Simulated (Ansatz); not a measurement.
C$_{2}$H$_{2}$Cl, doublet, at a GFN2-xTB geometry; WB97X/6-31G (Ansatz, a program for electronic structure).

Input for Ansatz:
Ansatz 0.2 input:
```yaml
crystal:
  periodic: [false, false, false]
  atoms:
    - {symbol: C, position_ang: [-1.69798252, 0.23809612, 0.21380316]}
    - {symbol: C, position_ang: [-0.49840540, 0.65244527, 0.26932677]}
    - {symbol: Cl, position_ang: [0.92154321, -0.37602988, -0.20355303]}
    - {symbol: H, position_ang: [-2.34367442, -0.56836796, -0.02296368]}
    - {symbol: H, position_ang: [-0.14423266, 1.61762752, 0.58458570]}
basis:
  gaussian:
    orbitals: 6-31G
hamiltonian:
  xc: {name: wB97X}
magnetization: {spin_polarized: true, initial_magnetization: 1}
```

**Question.** Write the output that Ansatz gives for this input, abridged.

**Answer.** 
```
Functional definition: wB97X
459 factors; integrals over basis functions are off by at most 2.5e-4 eV
148 factors; integrals over basis functions are off by at most 3.5e-6 eV
mean field evaluation 1: about -14622.9754 eV, gradient 1.0e1 eV
mean field evaluation 2: about -14623.5336 eV, gradient 5.1e0 eV
mean field evaluation 4: about -14623.6993 eV, gradient 7.4e-1 eV
mean field evaluation 8: about -14623.7902 eV, gradient 1.2e-1 eV
mean field evaluation 16: about -14623.7911 eV, gradient 2.4e-4 eV
mean field -14623.79109837 eV, -537.4144105036 hartree, gradient 6.3e-5 eV, S^2 0.767455; 0 other end points of the search recorded, 0 dependent functions left out
reference -14623.79108192 eV, -537.4144098989 hartree; 16, 15 occupied and 19, 20 virtual orbitals, 459 factors
Total energy: -14623.79108192 eV, -537.4144098989 hartree
```
